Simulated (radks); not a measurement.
Results of a calculation; reference values are marked as such.
Question: Radial electron density D(r) = 4 pi r^2 rho(r) of an atom or ion with 65 electrons. Code: a radial shooting solver on a logarithmic mesh with Libxc functionals. Model: scalar-relativistic Kohn-Sham, PBEsol, spin-polarised, spherical densities, finite nucleus; Fermi nuclear charge, rms radius of each element as measured or else 0.836 A^(1/3) + 0.57 fm.

r (bohr),D(r) (e/bohr),spin D(r)
0.001053,4.779,0.0000159
0.001438,7.873,0.0000261
0.001949,12.58,0.0000414
0.002663,19.84,0.0000646
0.003638,30.26,0.0000967
0.004971,44.04,0.000137
0.006791,60.21,0.000178
0.009277,75.73,0.000206
0.01257,85.48,0.000203
0.01718,85.89,0.000162
0.02347,79.18,0.000107
0.03206,78.07,0.0000206
0.0438,93.97,-0.000482
0.05983,113.9,-0.00207
0.08109,108.9,-0.000622
0.1108,88.53,0.0374
0.1513,94.88,0.242
0.2068,98.89,0.926
0.2825,60.53,2.47
0.3859,44.61,4.63
0.523,52.24,5.92
0.7145,34.35,5.26
0.9761,16.74,3.41
1.333,10.56,1.59
1.822,5.189,0.474
2.469,1.763,0.101
3.373,0.8084,0.0181
4.608,0.4761,-0.00722
6.295,0.1533,-0.00728
8.6,0.02095,-0.00176
11.75,0.001010,-0.000142

What is the nuclear charge?

Answer: Z = 65. The innermost maximum, from 1s, lies near gamma/Z bohr with gamma = sqrt(1 - (Z/c)^2) = 0.880, here 0.0135 bohr (found: 0.0149), and its height grows with Z. The density is that of neutral terbium in [Xe] 4f9 6s2; the configuration itself is not fixed sharply by these data, and Z only to a few units. D(r) has 4 maxima, at r = 0.0149, 0.0664, 0.185, 0.507 bohr, and minima at 0.0284, 0.121, 0.362 bohr, inside which lie 1.93, 11.11, 29.39 electrons.
